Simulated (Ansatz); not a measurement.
Consider the ligand exchange at the In–N bond: `[NH2][In]([Cl])[O][SiH3]` + silanol → `[SiH3][O][In]([Cl])[O][SiH3]` + NH₃.

Isolated molecules relaxed with PBE0-D4/def2-TZVP in Ansatz; ΔE leaves out vibrations. CCSD(T)/CBS is the MP2 limit (def2-TZVPP, def2-QZVPP) plus CCSD(T) − MP2 in def2-TZVPP, frozen cores. This one scheme is used for every species. Elements past krypton have def2 core potentials. For In outer-core shells are correlated without core-valence functions, which leaves a few kJ/mol of doubt a bond. Each species was taken in one conformer, which may not be the lowest.

| species | CCSD(T)/CBS(def2) energy (Eh) |
| --- | --- |
| `[NH2][In]([Cl])[O][SiH3]` | -1071.67545 |
| `O[SiH3]` | -366.69042 |
| `[SiH3][O][In]([Cl])[O][SiH3]` | -1381.86692 |
| NH₃ | -56.50880 |

(1) Work out ΔE.

Largest T1 diagnostic among the species: 0.015.

Results:

(1) ΔE = (-1381.86692) + (-56.50880) − (-1071.67545) − (-366.69042) = -0.00985 Eh = -6.2 kcal/mol.

The D4 term adds −0.9 kcal/mol with B3LYP and −0.6 kcal/mol with PBE0; it sums over pairs of atoms, weighted by their polarisabilities, and B3LYP, whose exchange is more repulsive, gets the larger term. From BLYP to BHLYP (50 % exact exchange), in def2-TZVPP and without D4, ΔE moves by −0.9 kcal/mol. In def2-TZVPP, CCSD(T) changes the Hartree–Fock value by +1.5 kcal/mol (the triples alone add −0.0 kcal/mol) and MP2 by +1.9 kcal/mol.

B3LYP here is the variant with VWN-RPA as its local correlation; programs differ in this.
